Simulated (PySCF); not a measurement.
Compound: C5H9F3NP.
Z-matrix (Å and degrees, PBE0-D3(BJ)/def2-SVP geometry), rows numbered from 1:
```
C 
C   1  1.4869
C   2  1.3382  1  125.74
P   3  1.7884  2  119.33  1  -179.75
C   4  1.8227  3  106.93  2   130.53
N   4  1.5614  3  109.95  2    -2.55
C   4  1.9003  3  101.65  2  -127.07
F   7  1.3272  4  111.51  3    68.68
F   7  1.3404  4  110.14  3  -171.45
F   7  1.3439  4  111.89  3   -52.18
H   1  1.0991  2  112.50  3     1.01
H   1  1.1028  2  110.47  3   122.67
H   1  1.1028  2  110.23  3  -120.38
H   2  1.0988  1  117.87  3   179.80
H   3  1.0956  2  122.32  1     0.33
H   5  1.0990  4  108.05  3   -70.93
H   5  1.0997  4  111.20  3    49.78
H   5  1.0997  4  109.19  3   170.31
H   6  1.0166  4  116.04  3   174.31
```

Level: PBE0/pcSseg-1 in PySCF, non-relativistic, on one gas-phase PBE0-D3(BJ)/def2-SVP geometry that isn't relaxed in the solvent. The solvent is an IEF-PCM continuum (cavity from Bondi-type radii × 1.2). The model holds no explicit solvent molecules, cavitation or dispersion.

Gas phase at PBE0/pcSseg-1: HOMO -6.72 eV, LUMO -0.67 eV, dipole 2.98 D.

Task: What does the continuum do to the energy, the frontier levels and the dipole at PBE0/pcSseg-1 in dichloromethane?

Result: 
```tsv
solvent	ε	E(solvent) − E(gas) (kcal/mol)	polarisation term (kcal/mol)	distortion of the solute (kcal/mol)	HOMO (eV)	LUMO (eV)	dipole (D)
dichloromethane	8.93	-6.97	-7.99	1.02	-6.92	-0.54	3.75
```

Polarisation term: ½ Σ q·V over the induced surface charges. Distortion: the rise of the solute's own energy as its density leaves the gas-phase optimum.

Task: Which radius a makes the point-dipole formula ΔE = −[(ε − 1)/(2ε + 1)]·μ²/a³ give the value in dichloromethane, with the gas-phase dipole?

Result: μ = 1.172 au and |ΔE| = 0.01111 Eh give a = 1.97 Å; the farthest nucleus lies 3.88 Å from the centroid of the nuclei, so such a sphere wouldn't even hold the nuclei. The formula assumes a rigid point dipole at the centre of a sphere.

Task: Which ESP-fitted charges (PBE0/pcSseg-1) respond most in dichloromethane (means over atoms taken as equivalent)?

Result: 
```
      atoms                     environment  gas (e)  solvent (e)  change
         N6      nitrogen bonded to P and H   -0.904       -1.018  -0.114
         P4  phosphorus bonded to 3 C and N   +0.658       +0.748  +0.090
         C3                alkene CH carbon   -0.491       -0.553  -0.062
         C5  sp3 carbon bound to phosphorus   -0.557       -0.521  +0.036
        H19                    N–H hydrogen   +0.382       +0.414  +0.032
        H15                vinylic hydrogen   +0.207       +0.235  +0.028
         C7                      CF3 carbon   +0.358       +0.341  -0.017
         C2                alkene CH carbon   +0.231       +0.243  +0.012
        H14                vinylic hydrogen   +0.116       +0.104  -0.012
H11/H12/H13                 methyl hydrogen   +0.152       +0.157  +0.005
  F8/F9/F10         fluorine of a CF3 group   -0.155       -0.158  -0.003
         C1                  allylic carbon   -0.501       -0.498  +0.003
```

Task: Which Mayer bond orders change most in dichloromethane?

Result: 
| bond | length (Å) | gas | solvent | change |
| --- | --- | --- | --- | --- |
| P4–N6 | 1.561 | 1.830 | 1.790 | -0.040 |
| P4–C5 | 1.823 | 0.946 | 0.968 | +0.022 |
| C2–C3 | 1.338 | 1.859 | 1.843 | -0.016 |
| C3–P4 | 1.788 | 0.914 | 0.926 | +0.012 |
| C7–F8 | 1.327 | 1.007 | 0.996 | -0.011 |
| C2–H14 | 1.099 | 0.930 | 0.936 | +0.006 |
| C5–H16 | 1.099 | 0.946 | 0.940 | -0.006 |
| C5–H17 | 1.100 | 0.927 | 0.922 | -0.005 |
